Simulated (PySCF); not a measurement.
AlF3H3N: core ionisation energies

Al(NH3)F3.
Cartesian coordinates in Å at the PBE0-D3(BJ)/def2-SVP level; atoms count from 1:
```
atom  x, y, z in Å
Al1   -0.001    0.013   -1.029
N2     0.002   -0.012    0.974
H3    -0.949    0.033    1.345
H4     0.519    0.781    1.357
H5     0.433   -0.865    1.337
F6     1.637   -0.015   -1.340
F7    -0.791    1.455   -1.305
F8    -0.850   -1.389   -1.339
```

Method used: PySCF 2.14.0, delta-SCF UKS SCAN, pcX-2 on the ionised atom, pcseg-1 elsewhere, spin-free X2C. Binding energies are ΔSCF values: E(core-ionised, relaxed orbitals) − E(ground state) at a fixed geometry, referred to the vacuum level.

Question: List the computed XPS lines with their assignment.

Answer: 
```
 atom(s)                    environment  level  binding energy (eV)  count
      N2  nitrogen bonded to Al and 3 H   N 1s               408.80      1
F6/F7/F8          fluorine bonded to Al   F 1s               691.44      3
     Al1  aluminium bonded to 3 F and N  Al 1s              1568.12      1
```

Question: Which photon energy gives electrons from F 1s of F6/F7/F8 a kinetic energy of 20 eV, and what is their de Broglie wavelength?

Answer: hν = 691.44 + 20 = 711.44 eV, recoil neglected; λ = 12.264 Å/√(E/eV) = 2.74 Å.

Question: Which photon wavelength matches the F 1s of F6/F7/F8 threshold?

Answer: λ = hc/E = 12398.42 eV Å / 691.44 eV = 17.931 Å.

Atoms equivalent by their bonding share one computed value, that of the first of them. Geometry: PBE0-D3(BJ)/def2-SVP; no solvent, vibrations or thermal averaging.
